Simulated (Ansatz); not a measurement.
Job for Ansatz (an electronic-structure program): R-PBE0/def2-TZVPP on SH (SMILES [SH+]), 2S+1 = 1, a spin state set in the input, which need not be the lowest. Charge +1.

Ansatz 0.2 input:
```yaml
crystal:
  periodic: [false, false, false]
  atoms:
    - {symbol: S, position_ang: [-0.00000000, -0.00000000, -0.08067466]}
    - {symbol: H, position_ang: [0.00000000, 0.00000000, 1.29079460]}
basis:
  gaussian:
    orbitals: def2-TZVPP
hamiltonian:
  xc: {name: PBE0}
total_charge: 1
```

Problem. Predict the final total energy.

Solution. -398.1591 hartree.
